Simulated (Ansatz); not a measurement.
Relaxation of AsH7SSi2 (11 atoms, charge 0, multiplicity 1), to a largest force component of 0.02 eV/Å in at most 50 steps.

Computed with Ansatz, RKS B3LYP-D4/def2-SVP.

```xyz
11
Properties=species:S:1:pos:R:3
Si -1.030 1.208 -0.303
Si -0.070 -0.525 0.584
S 1.114 0.114 2.223
As 1.349 -1.523 -1.018
H -1.903 0.811 -1.468
H -1.927 1.914 0.697
H -0.033 2.206 -0.780
H -1.040 -1.462 1.048
H 1.582 -1.186 2.532
H 1.889 -0.160 -1.423
H 0.135 -1.454 -2.071
```

Where does it end, and by what steps?

The forces met the threshold. After 6 steps the energy has fallen by 0.405 eV; H11 moved furthest, 0.27 Å.

| step | energy less start (eV) | largest force component (eV/Å) | accepted |
| --- | --- | --- | --- |
| 0 | 0.0000 | 2.290 | yes |
| 1 | -0.3560 | 0.580 | yes |
| 2 | -0.3929 | 0.162 | yes |
| 3 | -0.4024 | 0.073 | yes |
| 4 | -0.4042 | 0.033 | yes |
| 5 | -0.4048 | 0.038 | yes |
| 6 | -0.4051 | 0.016 | yes |

```xyz
11
Properties=species:S:1:pos:R:3
Si -1.118 1.352 -0.278
Si -0.062 -0.565 0.571
S 1.111 0.104 2.269
As 1.393 -1.603 -1.026
H -1.951 0.958 -1.453
H -1.989 2.006 0.743
H -0.071 2.317 -0.723
H -1.066 -1.593 0.984
H 1.635 -1.112 2.557
H 1.893 -0.248 -1.531
H 0.292 -1.672 -2.092
```

Run time: 12 s on 2 threads of AMD EPYC 9R45 96-Core Processor (Zen 5), on a shared host, peak memory 0.34 GiB.
